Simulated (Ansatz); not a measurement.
Abridged output of a molecular run in Ansatz:

```
Functional definition: HF
981 factors; integrals over basis functions are off by at most 1.2e-3 eV
mean field evaluation 1: about -12795.6841 eV, gradient 4.2e1 eV
mean field evaluation 2: about -12795.7445 eV, gradient 4.2e1 eV
mean field evaluation 4: about -12799.7571 eV, gradient 3.5e0 eV
mean field evaluation 8: about -12799.8038 eV, gradient 2.7e-4 eV
mean field -12799.80382206 eV, -470.3841144421 hartree, gradient 5.6e-6 eV, S^2 0.000000; 0 other end points of the search recorded, 0 dependent functions left out
9 core orbitals not correlated: weight in the atoms' cores, before any rotation towards them, 1.000 or more for the frozen orbitals, at most 0.000 for the correlated occupied ones
reference -12799.80382206 eV, -470.3841144421 hartree; 13, 13 occupied and 77, 77 virtual orbitals, 981 factors
second order -16.17752833 eV of doubles, -0.00000000 eV of singles
cycle   1  -16.83136181 eV  change   -6.5e-1 eV  update   1.0e-1
cycle   2  -17.32425380 eV  change   -4.9e-1 eV  update   3.0e-2
cycle   3  -17.44333110 eV  change   -1.2e-1 eV  update   1.6e-2
cycle   4  -17.43716305 eV  change    6.2e-3 eV  update   3.9e-3
cycle   5  -17.43531689 eV  change    1.8e-3 eV  update   1.6e-3
cycle   6  -17.43574473 eV  change   -4.3e-4 eV  update   5.0e-4
cycle   7  -17.43552769 eV  change    2.2e-4 eV  update   1.5e-4
cycle   8  -17.43546979 eV  change    5.8e-5 eV  update   4.9e-5
cycle   9  -17.43548041 eV  change   -1.1e-5 eV  update   1.9e-5
perturbative correction -0.49388951 eV, -0.0181501046 hartree
Total energy: -12817.73319198 eV, -471.0430066335 hartree
```

Its atoms:

Cartesian coordinates in Å:
```
B 0.9677 -1.8731 -0.3147
B 0.1369 -0.4233 -0.1171
N 0.4474 0.7749 0.6118
Si -1.0636 1.3639 0.0253
O -1.1214 -0.1417 -0.7016
H 0.8163 -2.7962 0.4335
H 1.7450 -2.0392 -1.2109
H 1.2289 1.0392 1.1780
H -2.1338 1.5973 1.0256
H -1.0236 2.4983 -0.9298
```

Q: Which basis set was used?
A. def2-SVPD
B. def2-TZVPP
C. def2-SVP
D. cc-pV(Q+d)Z

A: C. It gives 99 functions.

Q: Write the keys of the input that set method, charge and spin (a neutral closed shell needs none for the last two).

A: 
```yaml
correlation: {method: ccsd_t}
```
